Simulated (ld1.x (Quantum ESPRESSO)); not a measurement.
Logarithmic derivatives: palladium, PAW

ld1.x (Quantum ESPRESSO) 7.5 input, shortened:

```
&input
   title='Pd', zed=46., rel=1, dft='PBE', iswitch=3,
   config='[Kr] 4d8 5s0 5p0'
 /
 &inputp
   pseudotype=3, lpaw=.true., tm=.true., lloc=-1, rcloc=1.50,
   nlcc=.true., new_core_ps=.true.,
   which_augfun='BESSEL', rmatch_augfun=1.05
 /
6
5S  1  0   0.00   0.00  1.35  1.70  0.0
5S  1  0   0.00  -1.15  1.35  1.70  0.0
5P  2  1   0.00   0.00  1.75  2.30  0.0
5P  2  1   0.00   0.05  1.75  2.30  0.0
4D  3  2   8.00   0.00  2.00  2.20  0.0
4D  3  2   0.00  -1.65  2.00  2.20  0.0
 &test
   configts(1)='4d8 5s0 5p0'
 /
```

The phase is arctan(r·u′/u) with u = r·R(r), unwrapped; energies in Ry, scanned from -4 to 5 Ry. A pole is an energy at which the radial function vanishes at the test radius. The pseudo phase is shifted by a multiple of π to meet the all-electron one at the reference energy, and phase errors are pseudo minus all-electron; the curves can meet again beyond the range given. Levels narrower than the energy grid can be missing from the lists of poles.

```csv
channel,radius (bohr),reference energy (Ry),"poles, all-electron","poles, pseudo",unbroken range about the reference energy with phases within 0.05 rad,phase error 1 Ry above the reference energy (rad)
s,2.50,-1.49,0.92,0.91,below 4.1,-0.000
p,2.50,-1.03,2.27,"-3.93, 2.27",above -3.8,+0.000
d,2.50,-2.01,"-1.74, 4.71","-1.74, 3.90",below 1.0,-0.000
```

Note: ghost states, extra bound levels that the all-electron valence spectrum of the same l lacks: s at -123.8 eV, p at -53.2 eV. A true bound ghost makes a file unfit for plane-wave use.

Phases in the d channel:

| E (Ry) | all-electron | pseudo |
| --- | --- | --- |
| -4.00 | 1.321 | 1.321 |
| -3.52 | 1.287 | 1.287 |
| -3.04 | 1.227 | 1.226 |
| -2.56 | 1.054 | 1.054 |
| -2.08 | -0.881 | -0.881 |
| -1.60 | -1.643 | -1.643 |
| -1.12 | -1.774 | -1.774 |
| -0.64 | -1.865 | -1.866 |
| -0.16 | -1.975 | -1.976 |
| 0.32 | -2.157 | -2.163 |
| 0.80 | -2.557 | -2.586 |
| 1.28 | -3.409 | -3.487 |
| 1.76 | -4.085 | -4.145 |
| 2.24 | -4.367 | -4.411 |
| 2.72 | -4.502 | -4.542 |
| 3.20 | -4.581 | -4.624 |
| 3.68 | -4.635 | -4.686 |
| 4.16 | -4.675 | -4.743 |
| 4.64 | -4.708 | -4.808 |
